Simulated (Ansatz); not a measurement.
Geometry optimisation, RKS PBE/def2-SVP in Ansatz.

Input file:

```yaml
crystal:
  periodic: [false, false, false]
  atoms:
    - { symbol: C, position_ang: [-0.44882, 1.08289, -1.10383] }
    - { symbol: "N", position_ang: [-0.63378, 0.39336, -0.06583] }
    - { symbol: Sn, position_ang: [0.72801, -1.07897, 0.90182] }
    - { symbol: H, position_ang: [-1.19115, 1.77429, -1.49163] }
    - { symbol: H, position_ang: [0.48544, 0.99555, -1.64596] }
    - { symbol: H, position_ang: [-1.53224, 0.52015, 0.40028] }
    - { symbol: H, position_ang: [0.77913, -0.37911, 2.41055] }
    - { symbol: H, position_ang: [2.03587, -0.87835, -0.10545] }
    - { symbol: H, position_ang: [-0.21555, -2.43151, 0.68773] }
total_charge: 1
basis:
  gaussian: { orbitals: def2-SVP }
hamiltonian:
  xc: pbe
relax:
  f_tol: 0.015
  max_steps: 40
```

Run as:

```bash
$ ansatz run input.yaml --threads 1 --pin off --max-ram 2048MiB --backend cpu --events-out ev --progress --plain --runs-dir out
```

Problem. Where does it end, and by what steps?

Solution. It converged. Limits of this set-up: the dipole of an ion depends on the origin. After 5 steps the energy has fallen by 0.097 eV; H9 moved furthest, 0.08 Å.

| step | energy less start (eV) | largest force component (eV/Å) | accepted |
| --- | --- | --- | --- |
| 0 | 0.0000 | 1.123 | yes |
| 1 | -0.0870 | 0.274 | yes |
| 2 | -0.0960 | 0.058 | yes |
| 3 | -0.0948 | 0.144 | no |
| 4 | -0.0966 | 0.021 | yes |
| 5 | -0.0969 | 0.010 | yes |

```xyz
9
Properties=species:S:1:pos:R:3
C -0.443 1.099 -1.117
N -0.661 0.396 -0.064
Sn 0.723 -1.085 0.909
H -1.201 1.802 -1.512
H 0.521 1.009 -1.652
H -1.588 0.542 0.373
H 0.819 -0.395 2.469
H 2.050 -0.866 -0.148
H -0.213 -2.504 0.730
```

Time of the run: 16 s on 1 thread of Arm Neoverse V1, with other jobs on the host, peak memory 0.12 GiB.
